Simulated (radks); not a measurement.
Values are calculated unless marked as measured or tabulated.
Problem. The titanium ion Ti7+, 15 electrons, occupied as [Ne] 3s2 3p3 (the NIST ground configuration). Code: a radial shooting solver on a logarithmic mesh with Libxc functionals. Model: scalar-relativistic Kohn-Sham, r2SCAN, spin-polarised, spherical densities, finite nucleus; open shells are filled with parallel spins first; meta-GGA in the generalised Kohn-Sham scheme; Fermi nuclear charge, rms radius 3.5921 fm. Some entries of the table are withheld. Estimate them.

orbital  occ.  eigenvalue (hartree)  <r> (bohr)  <1/r> (bohr^-1)
1s up       1             -184.9344     0.06960            21.80
1s down     1             -184.8581     0.06958            21.81
2s up       1             -25.08785      0.3228            4.584
2s down     1             -25.05148      0.3225            4.580
2p up       3             -21.63287         (1)            4.473
2p down     3             -21.55417         (2)            4.468
3s up       1              -6.82556         (3)            1.545
3s down     1              -6.47765         (4)            1.527
3p up       3                   (5)      0.9365            1.457
3p down     0                   (6)      0.9476            1.441

Solution. 
(1) 2p up <r> (bohr): 0.2880
(2) 2p down <r> (bohr): 0.2880
(3) 3s up <r> (bohr): 0.9139
(4) 3s down <r> (bohr): 0.9236
(5) 3p up eigenvalue (hartree): -5.83790
(6) 3p down eigenvalue (hartree): -5.50352
